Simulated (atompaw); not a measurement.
Varying the PAW (atompaw) potential for tin

Base potential:

```
Element                 : Sn
Generator               : atompaw 4.2.0.5
Type                    : PAW
Functional              : PBE
Relativity              : scalar-relativistic
Frozen core             : [Kr]
Valence charge          : 14
Reference configuration : 4d10 5s2 5p0.5 (charge +1.5)
Partial waves           : 5s (bound): rc 2.30 bohr; 5s channel at 0.95 Ry: rc 2.30 bohr; 5p (bound): rc 2.65 bohr; 5p channel at -0.4 Ry: rc 2.65 bohr; 4d (bound): rc 2.65 bohr; 4d channel at 0.7 Ry: rc 2.65 bohr
Local potential         : bessel scheme, radius 2.50 bohr
Core correction         : smooth core density matched at 1.65 bohr
Augmentation charge     : sinc compensation charge, radius 2.45 bohr; PAW radius 2.65 bohr; waves and projectors: custom polynom vanderbiltortho
```

All-electron outer shells of the reference configuration (PBE, scalar-relativistic, ld1.x):

| shell | level (eV) | outermost node (bohr) | outermost maximum (bohr) |
| --- | --- | --- | --- |
| 4p | -102.26 | 0.41 | 0.79 |
| 4d | -38.35 | 0.39 | 0.88 |
| 5s | -21.85 | 0.98 | 1.97 |
| 5p | -13.92 | 1.08 | 2.37 |

Cutoffs, loose and tight: the cutoffs (Ry, on a coarse ladder) from which the occupation-weighted sum of valence levels, in a spherical-Bessel basis at the reference potential, stays within 10 and 1 mRy of its value at 400 Ry. They see the waves, projectors and local potential, not the compensation charge or the core. A dash means not determined.

| change | outcome | cutoff, loose | cutoff, tight | bound ghosts |
| --- | --- | --- | --- | --- |
| base | generated | 18 Ry | 30 Ry | none |
| wave 5s (bound): rc 2.30 bohr becomes 5s (bound): rc 1.42 bohr | failed: atompaw: The overlap operator has at least one negative eigenvalue! | – | – | – |
| wave 5s (bound): rc 2.30 bohr becomes 5s (bound): rc 1.82 bohr | generated | 18 Ry | 35 Ry | none |
| wave 5s (bound): rc 2.30 bohr becomes 5s (bound): rc 1.96 bohr | generated | 18 Ry | 30 Ry | none |
| wave 5s (bound): rc 2.30 bohr becomes 5s (bound): rc 2.02 bohr | generated | 18 Ry | 30 Ry | none |
| wave 5s (bound): rc 2.30 bohr becomes 5s (bound): rc 2.22 bohr | generated | 18 Ry | 30 Ry | none |
| wave 5s (bound): rc 2.30 bohr becomes 5s (bound): rc 2.32 bohr | generated | 18 Ry | 30 Ry | none |
| wave 5s (bound): rc 2.30 bohr becomes 5s (bound): rc 2.42 bohr | generated | 18 Ry | 30 Ry | none |

(1) What comes out with this change to the base: wave 5s (bound): rc 2.30 bohr becomes 5s (bound): rc 1.68 bohr?

(2) What comes out with this change to the base: wave 5s (bound): rc 2.30 bohr becomes 5s (bound): rc 2.56 bohr?

(3) What comes out with this change to the base: wave 5s (bound): rc 2.30 bohr becomes 5s (bound): rc 1.54 bohr?

Answers

(1) outcome: generated; cutoff, loose: 21 Ry; cutoff, tight: 35 Ry; bound ghosts: none.

(2) outcome: generated; cutoff, loose: 15 Ry; cutoff, tight: 30 Ry; bound ghosts: none.

(3) outcome: generated; cutoff, loose: 21 Ry; cutoff, tight: 40 Ry; bound ghosts: none.
